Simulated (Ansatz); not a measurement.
C4H8BF, SMILES `BC/C(C)=C\F`, relaxed with RKS PBE-D4/def2-SVP in the Gaussian-basis code of Ansatz from a rough embedded geometry. The force threshold is 0.03 eV/Å; the program also tests the step.

The species carries charge 0 and has multiplicity 1.

Start:

```xyz
14

B    -0.392   -1.983    0.058
C    -0.351   -0.715   -0.837
C    -0.066    0.507   -0.018
C     1.417    1.104    0.033
C    -1.014    1.175    0.637
F    -2.295    0.740    0.637
H     0.516   -2.305    0.741
H    -1.428   -2.572    0.169
H    -1.274   -0.589   -1.354
H     0.464   -0.901   -1.579
H     2.083    0.379   -0.517
H     1.444    2.080   -0.363
H     1.671    1.047    1.133
H    -0.774    2.032    1.260
```

(1) By how much does the energy fall, and how many steps does the optimiser take? (Best estimate.)

(2) Which bonds change most? (An estimate is asked.)

(3) Give the relaxed structure. (Best estimate.)

Answers

(1) Ansatz gave: 64.76 kJ/mol, in 14 steps, 2 of them rejected.

(2) Ansatz gave: C3–C4 from 1.600 to 1.508 Å; C4–H12 from 1.054 to 1.111 Å; C2–H9 from 1.065 to 1.103 Å; B1–H7 from 1.181 to 1.217 Å.

(3) Computed: 
```xyz
14

B    -0.339   -1.541    0.126
C    -0.369   -0.623   -1.162
C    -0.061    0.399   -0.100
C     1.356    0.881    0.093
C    -1.033    0.827    0.758
F    -2.332    0.567    0.574
H     0.718   -1.942    0.578
H    -1.383   -1.866    0.651
H    -1.355   -0.491   -1.639
H     0.453   -0.712   -1.893
H     2.071    0.036    0.036
H     1.621    1.595   -0.716
H     1.500    1.393    1.065
H    -0.847    1.478    1.629
```
